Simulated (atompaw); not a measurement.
## What one change does to a pseudopotential (caesium, PAW (atompaw))

```
Element                 : caesium (Cs)
Generator               : atompaw 4.2.0.5
Type                    : PAW
Functional              : LDA (PW92)
Relativity              : scalar-relativistic
Frozen core             : [Kr] 4d10
Valence charge          : 9
Reference configuration : 5s2 5p6 5d0 6s0 6p0 (charge +1)
Partial waves           : 5s (bound): rc 2.90 bohr; 6s (bound, empty): rc 3.00 bohr; 5p (bound): rc 3.00 bohr; 6p (bound, empty): rc 3.00 bohr; 5d (bound, empty): rc 3.00 bohr; 5d channel at 1.8 Ry: rc 3.00 bohr
Local potential         : vpsmatchnc scheme with l = 3 at 0 Ry, radius 2.80 bohr
Core correction         : smooth core density matched at 1.90 bohr
Augmentation charge     : besselshape compensation charge, radius 2.65 bohr; PAW radius 3.00 bohr; waves and projectors: custom polynom2 7 10 vanderbiltortho
```

Change: local potential vpsmatchnc scheme with l = 3 at 0 Ry, radius 1.84 bohr.

Cutoffs: the cutoffs (Ry, on a coarse ladder) from which the occupation-weighted sum of valence levels, in a spherical-Bessel basis at the reference potential, stays within 10 and 1 mRy of its value at 400 Ry; they do not see the model core or the augmentation charge, which bear on the density cutoff.

Question: What does the change do?

Answer: The potential gets neither clearly harder nor softer (18 Ry and 40 Ry → 18 Ry and 40 Ry); the bound ghosts move from p, s to d, p, s; the range in which the d phases agree widens (upper end 2.8 → at the end of the scan). A state that the projectors do not describe sees the local part alone, so a deeper or shallower local part can create or remove a ghost.

```tsv
quantity	base	changed
cutoff, loose	18 Ry	18 Ry
cutoff, tight	40 Ry	40 Ry
bound ghosts	s, p	s, p, d
s: phases at 3.00 bohr within 0.05 rad from the reference energy up to (Ry; the scan ends near 5)	0.3	-0.1
p: phases at 3.00 bohr within 0.05 rad from the reference energy up to (Ry; the scan ends near 5)	1.5	1.0
d: phases at 3.00 bohr within 0.05 rad from the reference energy up to (Ry; the scan ends near 5)	2.8	to the end of the scan
lowest overlap eigenvalue by channel	s 0.68, p 0.84, d 0.86	s 0.68, p 0.84, d 0.85
```

 A true bound ghost makes a file unfit for plane-wave use even where its test errors are small: the radial tests pick states by their node count and pass the ghost by. The cutoffs see the waves, projectors and local potential, not the compensation charge or the core.
